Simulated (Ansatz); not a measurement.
A run for Ansatz (an electronic-structure program): R-CCSD(T)/cc-pV(T+d)Z on CH5BS (SMILES BSC). Files ending in .json are basis or fitting sets from the Basis Set Exchange.

Ansatz 0.2 input:
```yaml
crystal:
  periodic: [false, false, false]
  atoms:
    - {symbol: B, position_ang: [1.56602913, -0.09551319, 0.42321641]}
    - {symbol: S, position_ang: [0.12024947, -1.09033594, 0.37669030]}
    - {symbol: C, position_ang: [-1.24136837, 0.03297612, -0.08997026]}
    - {symbol: H, position_ang: [1.52415803, 1.06701732, 0.17797595]}
    - {symbol: H, position_ang: [2.57261662, -0.65628861, 0.71248291]}
    - {symbol: H, position_ang: [-1.69281042, -0.32458149, -1.01334009]}
    - {symbol: H, position_ang: [-1.99014379, 0.02633231, 0.69967976]}
    - {symbol: H, position_ang: [-0.85873067, 1.04039350, -0.22993110]}
basis:
  gaussian:
    orbitals: cc-pV_T+d_Z.json
magnetization: {spin_polarized: false}
correlation: {method: ccsd_t, electrons: outside_noble_gas}
scf: {lower_state_search: off}
```

The log:

```
WARN ansatz: RAYON_NUM_THREADS=1 ignored (pool sized by the plan → 1); use --threads N
Functional definition: HF
these checks for a lower state are left out or cut short: stability, starts, cluster_reference, orbital_swaps, neighbouring_geometries, increment
integrals: 0.50 GiB planned
956 factors; integrals over basis functions are off by at most 1.4e-3 eV
mean field: 0.37 GiB planned
mean field evaluation 1: about -12598.7607 eV, gradient 2.0e1 eV
mean field evaluation 2: about -12598.7623 eV, gradient 2.0e1 eV
mean field evaluation 4: about -12600.1285 eV, gradient 2.6e0 eV
mean field evaluation 8: about -12600.1517 eV, gradient 1.9e-4 eV
mean field -12600.15171659 eV, -463.0470348950 hartree, gradient 1.1e-6 eV, S^2 0.000000; 0 other end points of the search recorded, 0 dependent functions left out
7 core orbitals not correlated
reference -12600.15171659 eV, -463.0470348950 hartree; 9, 9 occupied and 153, 153 virtual orbitals, 956 factors
second order -12.56035139 eV of doubles, -0.00000000 eV of singles
coupled cluster: 1.32 GiB planned
cycle   1  -13.29689934 eV  change   -7.4e-1 eV  update   8.1e-2
cycle   2  -13.66029448 eV  change   -3.6e-1 eV  update   2.4e-2
cycle   3  -13.72216937 eV  change   -6.2e-2 eV  update   1.3e-2
cycle   4  -13.71608438 eV  change    6.1e-3 eV  update   4.8e-3
cycle   5  -13.71571296 eV  change    3.7e-4 eV  update   2.3e-3
cycle   6  -13.71563418 eV  change    7.9e-5 eV  update   6.7e-4
cycle   7  -13.71560492 eV  change    2.9e-5 eV  update   1.7e-4
cycle   8  -13.71564077 eV  change   -3.6e-5 eV  update   5.5e-5
cycle   9  -13.71563953 eV  change    1.2e-6 eV  update   1.5e-5
perturbative correction -0.58347078 eV, -0.0214421557 hartree
Total energy: -12614.45082690 eV, -463.5725175067 hartree
Checks for a lower state left out: stability, starts, cluster_reference, orbital_swaps, neighbouring_geometries, increment
```

The run converged.

Cost: very roughly 50 core-seconds.
